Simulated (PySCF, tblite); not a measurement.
Isomers of C4H10F2SSi, one GFN2-xTB conformer each. Single-point energies are computed at PBE0/pcSseg-1 (PySCF, gas phase, no added dispersion term), electronic only.

```
                     SMILES  GFN2-xTB relative energy (kJ/mol)
     CC[C@@H](F)[Si@H](F)SC                              107.9
        CC(C)([SiH3])SC(F)F                              334.4
C[C@@H](S)C[C@@H](F)[SiH2]F                              143.8
      CCS[C@@H](C)[SiH](F)F                                0.0
      C[SiH2]S[C@H](C)C(F)F                              242.0
```

Conformers: `[CH3:1][CH2:2][C@@H:3]([F:4])[Si@H:5]([F:6])[S:7][CH3:8]` with C1–C2–C3–F4 66°, C2–C3–Si5–F6 155°, C3–Si5–S7–C8 162°; `[CH3:1][C:2]([CH3:3])([SiH3:4])[S:5][CH:6]([F:7])[F:8]` with C1–C2–S5–C6 -44°, C2–S5–C6–F7 -49°; `[CH3:1][C@@H:2]([SH:3])[CH2:4][C@@H:5]([F:6])[SiH2:7][F:8]` with C1–C2–S3–H 63°, C1–C2–C4–C5 176°, C2–C4–C5–F6 166°, C4–C5–Si7–F8 65°; `[CH3:1][CH2:2][S:3][C@@H:4]([CH3:5])[SiH:6]([F:7])[F:8]` with C1–C2–S3–C4 -159°, C2–S3–C4–C5 -63°, S3–C4–Si6–F7 -90°; `[CH3:1][SiH2:2][S:3][C@H:4]([CH3:5])[CH:6]([F:7])[F:8]` with C1–Si2–S3–C4 69°, Si2–S3–C4–C5 -142°, S3–C4–C6–F7 -66°.

**Question.** What does PBE0/pcSseg-1 give for the same structures?

**Answer.** 
| SMILES | PBE0/pcSseg-1 E (Eh) | PBE0/pcSseg-1 (kJ/mol) | GFN2-xTB (kJ/mol) | point group |
| --- | --- | --- | --- | --- |
| CCS[C@@H](C)[SiH](F)F | -1045.23635 | 0.0 | 0.0 | C1 |
| CC[C@@H](F)[Si@H](F)SC | -1045.19224 | 115.8 | 107.9 | C1 |
| C[C@@H](S)C[C@@H](F)[SiH2]F | -1045.15404 | 216.1 | 143.8 | C1 |
| C[SiH2]S[C@H](C)C(F)F | -1045.14520 | 239.3 | 242.0 | C1 |
| CC(C)([SiH3])SC(F)F | -1045.09319 | 375.8 | 334.4 | C1 |

Both levels put the same isomer lowest; measured from each level's own lowest isomer, the values differ by up to 72.3 kJ/mol (C[C@@H](S)C[C@@H](F)[SiH2]F: 143.8 against 216.1). As drawn, the lowest has an Si–F bond, which the highest lacks; the highest has two fluorines on one carbon, which the lowest lacks.

**Question.** Which frontier levels, dipoles and rotational constants go with these structures?

**Answer.** 
| SMILES | HOMO (eV, PBE0/pcSseg-1) | LUMO (eV) | dipole (D) | A, B, C (MHz) |
| --- | --- | --- | --- | --- |
| CCS[C@@H](C)[SiH](F)F | -6.62 | 0.32 | 1.40 | 2193, 824.9, 731.5 |
| CC[C@@H](F)[Si@H](F)SC | -7.31 | -0.04 | 1.65 | 2261, 801.8, 632.3 |
| C[C@@H](S)C[C@@H](F)[SiH2]F | -6.99 | -0.12 | 1.80 | 1712, 837.1, 732.9 |
| C[SiH2]S[C@H](C)C(F)F | -7.04 | 0.47 | 1.97 | 2069, 825.1, 736.3 |
| CC(C)([SiH3])SC(F)F | -7.15 | 0.26 | 0.90 | 2408, 879.9, 847.0 |

**Question.** What happens when harmonic zero-point energies from GFN2-xTB frequencies are added?

**Answer.** 
```tsv
SMILES	ZPE (kJ/mol)	electronic (kJ/mol)	with ZPE (kJ/mol)
CCS[C@@H](C)[SiH](F)F	354.6	0.0	0.0
CC[C@@H](F)[Si@H](F)SC	354.0	115.8	115.2
C[C@@H](S)C[C@@H](F)[SiH2]F	341.4	216.1	202.9
C[SiH2]S[C@H](C)C(F)F	344.8	239.3	229.6
CC(C)([SiH3])SC(F)F	338.1	375.8	359.4
```

The zero-point energies span 16.5 kJ/mol. The order is unchanged.
